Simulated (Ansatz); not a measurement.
Species: C2N, net charge 0, doublet state. It need not be the lowest isomer of its formula. 
Geometry from a B3LYP-D3(BJ)/def2-TZVP (Ansatz, an electronic-structure program) optimisation:
SMILES: [C]([N])[C]
```xyz
3

C      0.0000     0.0000    -1.3700
C      0.0000     0.0000    -0.0026
N      0.0000     0.0000     1.1765
```
Charge 0, spin multiplicity 2.

Basis-set convergence of Hartree-Fock and CCSD(T) correlation energies (hartree) with Ansatz. Correlated levels leave the core frozen unless marked. Open shells are spin-unrestricted. Spin-orbit coupling is left out. No relativistic terms.

The UHF reference is spin-contaminated (<S^2> 0.57 over the pure value in the largest basis). The T1 diagnostic of CCSD in the largest basis is 0.079, which is high, so the coupled-cluster rows are less sure than usual.

| basis | functions | E(HF) | E(corr, CCSD(T)) |
|---|---|---|---|
| aug-cc-pVDZ | 69 | -130.03635 | -0.39679 |
| aug-cc-pVTZ | 138 | (withheld) | (withheld) |

Problem. What belongs in the gaps?

Solution. 
- aug-cc-pVTZ, E(HF): -130.06206
- aug-cc-pVTZ, E(corr, CCSD(T)): -0.46874
